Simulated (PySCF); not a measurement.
## Field gradients at the hydrogen positions

C5H9F3P2.
SMILES with atom numbers: `[CH3:1][CH:2]([CH3:3])[CH2:4]/[P:5]=[P:6]\[C:7]([F:8])([F:9])[F:10]` (hydrogens: H11, H12, H13 on C1; H14 on C2; H15, H16, H17 on C3; H18, H19 on C4)

Cartesian coordinates in Å at the GFN2-xTB level; atoms count from 1:
```xyz
19
C5H9F3P2 angstrom
C     -2.0668   -0.0247   -0.9566
C     -1.2672   -0.5669    0.2258
C     -1.7044    0.1067    1.5214
C      0.2262   -0.3351   -0.0179
P      1.2535   -1.1850    1.2922
P      3.2010   -0.6487    1.0616
C      3.2531    0.5449   -0.4220
F      2.7738    0.0118   -1.5609
F      2.5687    1.6853   -0.2145
F      4.5148    0.9037   -0.6765
H     -3.1303   -0.1899   -0.8031
H     -1.8987    1.0445   -1.0673
H     -1.7748   -0.5163   -1.8818
H     -1.4493   -1.6438    0.3084
H     -2.7572   -0.0830    1.7145
H     -1.5548    1.1827    1.4579
H     -1.1270   -0.2729    2.3640
H      0.5067   -0.7433   -0.9933
H      0.4230    0.7393   -0.0297
```

Level: PBE0/pcSseg-1 (PySCF, non-relativistic); Q(2H) = 0.00286 b; rigid geometry, the same for H and D, with no vibrational averaging.

Problem. Rank these positions by the coupling χzz of a deuteron there, largest first.
A. H14 (methine hydrogen)
B. H18 (methylene hydrogen)
C. H12 (methyl hydrogen)

Solution. C (211 kHz), B (202 kHz), A (198 kHz).

Problem. Give the electric field gradient Vzz (the principal value of largest size), its asymmetry and the 2H coupling at each hydrogen.

Solution. 
```json
{"atom": "H11", "bonded to": "C1", "bond length (Å)": "1.087", "Vzz (au)": "0.3162", "η": "0.02", "χzz (kHz)": "212"}
{"atom": "H12", "bonded to": "C1", "bond length (Å)": "1.088", "Vzz (au)": "0.3134", "η": "0.02", "χzz (kHz)": "211"}
{"atom": "H13", "bonded to": "C1", "bond length (Å)": "1.088", "Vzz (au)": "0.3151", "η": "0.02", "χzz (kHz)": "212"}
{"atom": "H14", "bonded to": "C2", "bond length (Å)": "1.095", "Vzz (au)": "0.2939", "η": "0.02", "χzz (kHz)": "198"}
{"atom": "H15", "bonded to": "C3", "bond length (Å)": "1.087", "Vzz (au)": "0.3165", "η": "0.02", "χzz (kHz)": "213"}
{"atom": "H16", "bonded to": "C3", "bond length (Å)": "1.088", "Vzz (au)": "0.3133", "η": "0.02", "χzz (kHz)": "211"}
{"atom": "H17", "bonded to": "C3", "bond length (Å)": "1.090", "Vzz (au)": "0.3086", "η": "0.04", "χzz (kHz)": "207"}
{"atom": "H18", "bonded to": "C4", "bond length (Å)": "1.094", "Vzz (au)": "0.3005", "η": "0.03", "χzz (kHz)": "202"}
{"atom": "H19", "bonded to": "C4", "bond length (Å)": "1.092", "Vzz (au)": "0.3001", "η": "0.03", "χzz (kHz)": "202"}
```

Problem. How does χzz go with the bond length over the 9 C–H bonds?

Solution. A straight-line fit has a slope of -17.7 kHz for each 0.01 Å, with a correlation coefficient of -0.99, over lengths from 1.087 to 1.095 Å. The longer bonds have the smaller couplings here.

Problem. A static deuteron (I = 1) shows a doublet split by (3/2)χ, (3/4)χ(1 + η) and (3/4)χ(1 − η) with the field along z, y and x of the gradient. What are these for H13?

Solution. With |χ| = 211.7 kHz and η = 0.023: 318, 162 and 155 kHz, to first order and without motion.

Geometry: GFN2-xTB, one conformer, isolated molecule. GFN2-xTB bond lengths can be off by several hundredths of an ångström, more for odd bonds, and the gradients follow them. These gradients aren't converged with respect to the basis.
